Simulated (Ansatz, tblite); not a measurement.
Forces on the cluster YCu4⁺ at its r2SCAN-D4/def2-SVP geometry. Total charge 1; singlet.

In the def2 sets Y takes a core potential; there is no spin–orbit coupling. The xTB rows come from tblite. The restricted singlet is unstable towards broken spin symmetry in Hartree–Fock (as tested in another run); at PBE-D4/def2-TZVP this wasn't settled. No other spin state of charge 1 was run. Another isomer (singlet) lies 0.20 eV lower at PBE0-D4/def2-TZVP; other spin states weren't run for this one.

GFN1-xTB (tblite), largest force 2.80 eV/Å:

```xyz
5
positions Å, forces eV/Å
Y    -0.103   -1.625   -0.148   -0.174   -2.780   -0.253
Cu    0.876    0.571   -1.105    0.224    1.159   -0.100
Cu    1.532    0.097    1.126    0.550    0.170    0.412
Cu   -0.811    0.467    1.200   -0.076    1.139    0.309
Cu   -1.495    0.489   -1.073   -0.524    0.310   -0.368
```

GFN2-xTB (tblite), largest force 4.33 eV/Å:

```
Y -0.273 -4.305 -0.389
Cu -0.014 1.913 0.358
Cu 0.913 0.118 0.677
Cu 0.261 1.923 -0.010
Cu -0.887 0.352 -0.636
```

PBE-D4/def2-TZVP (Ansatz), largest force 0.75 eV/Å:

```
Y -0.035 -0.571 -0.052
Cu 0.438 0.241 -0.559
Cu 0.551 0.000 0.405
Cu -0.407 0.188 0.597
Cu -0.546 0.142 -0.392
```
